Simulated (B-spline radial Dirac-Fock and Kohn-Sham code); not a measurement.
# Elastic and transport cross sections of cadmium for electrons

The computed values come from an atomic code on a B-spline grid: relativistic (Dirac) partial waves in the static field of the Dirac-Fock atom with Furness-McCarthy exchange, without polarisation or absorption potentials. σ_tr1 and σ_tr2 weight the cross section with 1 − P₁ and 1 − P₂ of cos θ; "backward" is the share scattered beyond 90°.

```tsv
energy (eV)	σ (a₀²)	σ_tr1 (a₀²)	σ_tr2 (a₀²)	σ/σ_tr1	backward (%)
10000	2.34	0.0822	0.156	28.4	0.83
11900	2.09	0.0629	0.123	33.3	0.66
20000	1.49	0.0279	0.0592	53.3	0.33
20600	1.46	0.0266	0.0567	54.8	0.32
22600	1.37	0.0229	0.0495	59.6	0.28
24400	1.30	0.0203	0.0442	63.9	0.25
25000	1.27	0.0195	0.0426	65.3	0.24
29400	1.14	0.0150	0.0334	75.8	0.20
30000	1.12	0.0145	0.0324	77.2	0.19
32400	1.06	0.0128	0.0289	82.9	0.17
34100	1.03	0.0118	0.0267	86.8	0.16
47200	0.817	0.00696	0.0162	117	0.10
50000	0.784	0.00633	0.0148	124	0.097
64000	0.660	0.00423	0.0101	156	0.070
72000	0.608	0.00348	0.00838	175	0.060
83000	0.552	0.00276	0.00671	200	0.050
95400	0.502	0.00220	0.00539	229	0.041
100000	?	?	?	?	?
122000	0.428	0.00147	0.00366	291	0.029
128000	0.415	0.00136	0.00340	305	0.028
200000	0.319	0.000665	0.00170	480	0.015
300000	0.260	0.000352	0.000918	740	0.0081
```

**Question.** Fill in the row for 100 keV.

**Answer.** σ = 0.487 a₀², σ_tr1 = 0.00203 a₀², σ_tr2 = 0.00501 a₀², σ/σ_tr1 = 239, backward 0.039 %. The ratio σ/σ_tr1 is roughly the number of elastic collisions that randomise the direction.
